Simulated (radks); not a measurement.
Q: Species: Te49+. Configuration: [He] 2s1. All-electron calculation, scalar-relativistic Kohn-Sham, LB94 model potential, spin-polarised, spherical densities, finite nucleus; open shells are filled with parallel spins first (spin-orbit coupling, left out, can overturn this in heavy ions); Fermi nuclear charge, rms radius 4.7423 fm. Program: a radial shooting solver on a logarithmic mesh with Libxc functionals. Some entries of the table are withheld. Estimate them.

orbital  occ.  eigenvalue (eV)  <r> (bohr)
1s up       1        -36867.86     0.02763
1s down     1        -36860.58     0.02766
2s down     0              (1)      0.1121
2s up       1              (2)      0.1125

A: 
(1) 2s down eigenvalue (eV): -9059.637
(2) 2s up eigenvalue (eV): -9043.184
